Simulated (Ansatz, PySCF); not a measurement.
Process, species as SMILES: [GeH2] (GeH2) → [GeH2] (GeH2) as doublet, charge -1 (an electron is taken up)
Geometries: B3LYP-D3(BJ)/def2-TZVP minima from Ansatz (a first-principles code). Unstable Hartree-Fock reference: [GeH2] (GeH2). A spin state is the lowest found, not a proven ground state.

Wanted: adiabatic electron affinity (electronic energy difference), positive where the reaction releases energy, in eV. Valence correlation only, unless marked. UHF or UKS for open shells. No spin-orbit coupling. Frozen are the shells of the preceding noble gas and the d and f shells that filled before the atom's block. Non-relativistic. Anions need diffuse functions: aug- sets have them; def2-D sets add few; the other sets have none. CBS(X,Y): correlation extrapolated as X^-3; Hartree-Fock from the larger set.

| level | program | adiabatic electron affinity (eV) |
|---|---|---|
| BLYP-D4/def2-TZVPD | Ansatz + dftd4 | 0.83 |
| BP86-D4/def2-TZVPD | PySCF + dftd4 | 1.13 |
| B3LYP/def2-TZVPD | Ansatz | 0.94 |
| B3LYP/def2-TZVPD | PySCF | 0.94 |

Q: What does CCSD(T)/CBS(aug-cc-pVTZ,aug-cc-pVQZ) (Ansatz) give?

A: 1.09 eV, so B3LYP/def2-TZVPD differs from it by -0.15 eV.
